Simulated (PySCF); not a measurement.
Atom-mapped SMILES (the numbers label the heavy atoms): `[O:1]=[C:2]([OH:3])[c:4]1[cH:5][cH:6][s:7][cH:8]1`. Each H is labelled by its parent atom.

Geometry: PBE0-D3(BJ)/def2-TZVP; GIAO shifts from PySCF 2.14, gas phase, non-relativistic, averaged over equivalent atoms.

At wB97X-D/pcSseg-2 (351 basis functions, 42 s wall time on 1 thread of an AMD EPYC 9R45 96-Core, shared host):
```
atoms  δ (ppm)
   O1    400.8
   O3    194.7
   C2    173.1
   C8    148.2
   C4    143.8
   C5    141.7
   C6    138.4
   S7    265.0
H(C8)     8.39
H(C5)     8.08
H(C6)     7.42
H(O3)     6.05
```

Chemical shifts δ = σref − σ; 17O (σ = 328.24 ppm) vs H2O; 13C (σ = 186.29 ppm) and 1H (σ = 31.63 ppm) vs TMS; CS2 for 33S (σ = 510.68 ppm), all at this level.

Task: What do these become at PBE0/pcSseg-2?

Result: 
```
atoms  δ at PBE0/pcSseg-2  change
   O1               402.5    +1.7
   O3               197.8    +3.1
   C2               170.9    -2.2
   C8               144.8    -3.4
   C4               142.3    -1.5
   C5               140.3    -1.4
   C6               135.8    -2.6
   S7               264.5    -0.5
H(C8)                8.32   -0.07
H(C5)                8.10   +0.02
H(C6)                7.37   -0.05
H(O3)                5.98   -0.07
```

References, each an isolated molecule treated in the same way: 17O (σ = 329.54 ppm) vs H2O; 13C (σ = 186.03 ppm), 1H (σ = 31.52 ppm) against TMS; CS2 for 33S (σ = 512.98 ppm).

The largest change is at C8 (aromatic CH next to the ring sulfur). Cost: 351 basis functions, 34 s wall time on 1 thread of an AMD EPYC 9R45 96-Core, shared host. The order of the carbon signals is the same at both levels.

Hydrogen bonding in solution deshields acid and N–H amide carbonyl carbons by as much as 10 ppm beyond these values. Unscaled 17O shifts of doubly bonded oxygen tend to come out too high, by tens of ppm or more. Experimental scales use liquid or dissolved standards, which lie at an offset from isolated H2O (liquid H2O: subtract about 36 ppm).
